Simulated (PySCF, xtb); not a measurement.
Si(Cl)(Me)(SiH3)2 (CH9ClSi3), SMILES Cl[Si]([SiH3])(C)[SiH3].

Harmonic wavenumbers (cm⁻¹) from GFN2-xTB in xtb 6.7.1 at its own minimum, in rising order: 31, 34, 80, 97, 117, 127, 152, 166, 328, 392, 417, 421, 441, 467, 488, 710, 750, 783, 795, 806, 808, 810, 812, 823, 1370, 1485, 1486, 2224, 2230, 2233, 2236, 2239, 2242, 3019, 3024, 3038.

Task: What does PBE0-D3(BJ)/def2-SVP in PySCF give at its own minimum? (Estimate from the structure and the level; the computed values follow.)

Result: 85, 98, 106, 106, 121, 159, 171, 181, 357, 429, 486, 499, 524, 526, 559, 721, 788, 793, 855, 876, 928, 929, 932, 933, 1256, 1419, 1427, 2211, 2215, 2226, 2228, 2236, 2239, 3055, 3165, 3172. Paired by order, the mean absolute difference is 53 cm⁻¹ and the zero-point energies are 53.9 and 55.8 kcal/mol.
